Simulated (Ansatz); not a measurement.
The same bond dissociation along the group F, Cl, Br.

Program: Ansatz. Geometries: PBE0-D4/def2-TZVP. ΔE: electronic, gas phase. CCSD(T)/CBS is the MP2 limit (def2-TZVPP, def2-QZVPP) plus CCSD(T) − MP2 in def2-TZVPP, frozen cores. This one scheme is used for every species, atoms too. Functionals use def2-TZVPP. Open shells (•) are unrestricted, without spin–orbit coupling. Spin–orbit coupling would lower the free atoms: a little for Cl, F; clearly for Br. Bonds to Br are less sure, by a few kJ/mol each and by 10 to 20 or more in all where they break to atoms, as the def2 sets lack core-valence functions. Scalar relativity is left out up to krypton. One conformer a species, not always the lowest.

| reaction | r2SCAN-D4 (kJ/mol) | CCSD(T)/CBS(def2) (kJ/mol) |
| --- | --- | --- |
| `C=C[Si](N)(N)F` → F• + `C=C[Si](N)N`• | 669 | 697 |
| `C=C[Si](N)(N)Cl` → Cl• + `C=C[Si](N)N`• | 489 | 508 |
| `C=C[Si](N)(N)Br` → Br• + `C=C[Si](N)N`• | 430 | 455 |

Largest T1 diagnostic: 0.023, for `C=C[Si](N)N`•.
